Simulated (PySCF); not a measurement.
C9H6N4, SMILES C1=C2N=CC=C3C=CN=C(N23)N=C1.

The structure is a stationary point at PBE0-D3(BJ)/def2-SVP.

Method: PBE/def2-SVP (PySCF).

The molecule is in vacuum.

Computed frontier levels, gap, dipole moment and polarisability:
```yaml
highest_occupied_level: -4.91 eV
lowest_empty_level: -3.11 eV
orbital_gap: 1.80 eV
dipole_moment: 3.23 D
quadrupole, principal values (traceless, Buckingham form, about the centre of nuclear charge): -13.58, -2.37, 15.95 D·Å
mean_static_polarisability: 125.0 bohr³ (18.52 Å³)
polarisability_principal_values: 49.3, 156.7, 168.9 bohr³
```
